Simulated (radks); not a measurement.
Values are calculated unless marked as measured or tabulated.
Ionisation of Sb19+, [Ar] 3d10 4s2 4p2, to Sb20+, [Ar] 3d10 4s2 4p1, under several functionals. Dirac Kohn-Sham, spin-unpolarised, spherical densities, point nucleus; open shells are shared between the two j in proportion to 2j + 1; a radial shooting solver on a logarithmic mesh with Libxc functionals.

| functional | E(Sb19+) (hartree) | Exc (hartree) | IE (eV) | -e(HOMO) (eV) | <r> HOMO (bohr) | IE error (eV) |
|---|---|---|---|---|---|---|
| LDA (Slater exchange, VWN5 correlation) | -6328.32306 | -146.72030 | 546.65 | 526.86 | 0.7321 | -5.4 |
| BLYP | -6334.69646 | -153.16552 | 546.12 | 526.38 | 0.7330 | -5.9 |
| LDA (Slater exchange, Perdew-Zunger correlation) | -6328.31303 | -146.71064 | 546.62 | 526.84 | 0.7322 | -5.4 |
| PBE | -6333.96621 | -152.43017 | 545.94 | 526.29 | 0.7329 | -6.1 |
| BP86 | -6335.04149 | -153.52052 | 546.25 | 526.59 | 0.7323 | -5.8 |
| exchange-only PBE | -6332.23033 | -150.68416 | 544.54 | 524.82 | 0.7335 | -7.5 |
| PW91 | -6334.80933 | -153.28363 | 546.28 | 526.59 | 0.7327 | -5.7 |

NIST Atomic Spectra Database: 552 eV (theoretical). Closest: LDA (Slater exchange, VWN5 correlation). The Delta-SCF values span 2.10 eV, the total energies 6.73 hartree. The highest occupied level is 4p3/2. Spin polarisation and multiplet splitting are left out, so open shells lie too high by an amount that depends on their filling. Sharing an open shell by 2j + 1 raises it above the true ground level by a part of the spin-orbit splitting, which enters the differences from NIST.

Beside tabulated values, note that spin-unpolarised runs miss the spin-polarisation part of the exchange energy of open shells.
